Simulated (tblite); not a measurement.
C6H5BrN2.
Atom-mapped SMILES: `[CH3:1]/[C:2](=[CH:3]\[Br:4])[CH:5]([C:6]#[N:7])[C:8]#[N:9]` (hydrogens: H10, H11, H12 on C1; H13 on C3; H14 on C5)

Computed with GFN2-xTB (tblite), gas phase: L-BFGS steps from a force-field or distance-geometry start until the largest atomic force falls under 0.01 eV/Å.

Step 15: E = -686.1017 eV
```
atom  x, y, z in Å  |  force x, y, z in eV/Å
C1      0.6217   -1.2893    0.4368    0.024  -0.031   0.016
C2      0.5103    0.1136   -0.0512    0.117   0.005  -0.009
C3      1.5232    0.9151   -0.3554    0.049  -0.033   0.011
Br4     3.3501    0.4242   -0.2272   -0.103   0.038  -0.009
C5     -0.8990    0.6667   -0.2148    0.053  -0.009  -0.026
C6     -1.5926    0.6709    1.0594   -0.090  -0.035   0.064
N7     -2.1257    0.6807    2.0686    0.054  -0.018  -0.065
C8     -1.6390   -0.1191   -1.1853   -0.121  -0.102  -0.046
N9     -2.2096   -0.7389   -1.9560    0.090   0.065   0.099
H10     1.6632   -1.5918    0.5225   -0.040   0.020  -0.014
H11     0.1154   -1.9706   -0.2480   -0.024   0.007  -0.002
H12     0.1505   -1.3884    1.4152   -0.035   0.007   0.004
H13     1.3868    1.9268   -0.7059    0.069   0.004  -0.004
H14    -0.8560    1.6996   -0.5810   -0.045   0.082  -0.020
```

Step 16: E = -686.1033 eV
```
atom  x, y, z in Å  |  force x, y, z in eV/Å
C1      0.6186   -1.2859    0.4356    0.022  -0.031   0.019
C2      0.5101    0.1177   -0.0518    0.102  -0.008  -0.018
C3      1.5254    0.9160   -0.3563    0.028  -0.032   0.016
Br4     3.3479    0.4189   -0.2241   -0.059   0.030  -0.009
C5     -0.8988    0.6723   -0.2169    0.046  -0.007  -0.022
C6     -1.5943    0.6706    1.0559   -0.055  -0.044   0.083
N7     -2.1218    0.6645    2.0680    0.031  -0.002  -0.055
C8     -1.6409   -0.1170   -1.1824   -0.083  -0.124  -0.057
N9     -2.2060   -0.7508   -1.9456    0.066   0.074   0.083
H10     1.6598   -1.5902    0.5222   -0.049   0.019  -0.016
H11     0.1114   -1.9656   -0.2510   -0.016   0.017   0.019
H12     0.1470   -1.3832    1.4144   -0.033  -0.002  -0.013
H13     1.3948    1.9278   -0.7076    0.053   0.016  -0.007
H14    -0.8538    1.7045   -0.5827   -0.053   0.092  -0.023
```

**Question.** Estimate the geometry and energy of step 17. (The exact step hangs on the optimiser's Hessian estimate; all steps are aligned on step 16, rigid shifts and turns removed.)

**Answer.** E = -686.1043 eV, largest force 0.083 eV/Å
```
atom  x, y, z in Å  |  force x, y, z in eV/Å
C1      0.6166   -1.2839    0.4351    0.006  -0.011   0.012
C2      0.5113    0.1201   -0.0524    0.042  -0.009  -0.022
C3      1.5276    0.9165   -0.3568    0.006  -0.012   0.011
Br4     3.3452    0.4157   -0.2220    0.007   0.016  -0.006
C5     -0.8976    0.6761   -0.2185    0.020   0.002  -0.010
C6     -1.5957    0.6693    1.0536    0.008  -0.039   0.040
N7     -2.1190    0.6536    2.0672   -0.006   0.005  -0.011
C8     -1.6425   -0.1167   -1.1795   -0.003  -0.076  -0.016
N9     -2.2032   -0.7583   -1.9384    0.010   0.032   0.024
H10     1.6570   -1.5887    0.5216   -0.033   0.004  -0.010
H11     0.1083   -1.9620   -0.2528   -0.011   0.018   0.028
H12     0.1438   -1.3797    1.4137   -0.028  -0.007  -0.019
H13     1.4009    1.9285   -0.7089    0.038   0.018  -0.007
H14    -0.8535    1.7092   -0.5841   -0.055   0.060  -0.015
```

The energy changes by -0.0010 eV. The first-order estimate −F·Δx gives -0.0015 eV and the mean of the old and new forces, exact on a quadratic surface, -0.0010 eV. The step makes an angle of 77° with the force vector and moves no atom by more than 0.011 Å.

The cost below is that of the whole relaxation. The run took 0.32 s wall on one thread of an Intel Xeon 6975P-C, no GPU, shared host.
